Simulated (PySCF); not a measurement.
# Gallium: a sound run and one with changed settings

Sound run: Ga [Ar] 3d10 4s2 4p1, Ga⁺ [Ar] 3d10 4s2. All numbers are calculated (PySCF 2.14, no relativity, point nucleus, in 6-31G* (5s4p3d, 32 functions)). In the sound run the correlated levels freeze [Ar] 3d10. The sound run starts from symmetry-adapted Hartree-Fock orbitals and uses a fine grid where one is needed.

Changed run: basis STO-3G. This setting is unsound on purpose.

| species | method | sound run (hartree) | changed run (hartree) | converged |
| --- | --- | --- | --- | --- |
| Ga | UHF | -1922.94348 | -1900.72850 | yes |
| Ga | PBE0 | -1924.27956 | -1901.71407 | yes |
| Ga | LDA | -1921.50698 | -1898.65344 | yes |
| Ga | MP2 | -1922.97149 | -1900.74261 | yes |
| Ga | CCSD(T) | -1922.98584 | -1900.75372 | yes |
| Ga⁺ | UHF | -1922.73879 | -1900.61973 | yes |
| Ga⁺ | PBE0 | -1924.05617 | -1901.57908 | yes |
| Ga⁺ | LDA | -1921.28121 | -1898.51946 | yes |
| Ga⁺ | MP2 | -1922.76195 | -1900.64155 | yes |
| Ga⁺ | CCSD(T) | -1922.77363 | -1900.65720 | yes |

Ionisation energy of Ga:

| method | sound run (eV) | changed run (eV) |
| --- | --- | --- |
| UHF | 5.570 | 2.960 |
| PBE0 | 6.079 | 3.673 |
| LDA | 6.144 | 3.646 |
| MP2 | 5.702 | 2.750 |
| SCS-MP2 | 5.684 | 2.708 |
| CCSD | 5.762 | 2.626 |
| CCSD(T) | 5.775 | 2.626 |

A minimal basis cannot let orbitals breathe on ionisation and holds almost no correlation.

For comparison, NIST gives 5.999 eV between the lowest levels.
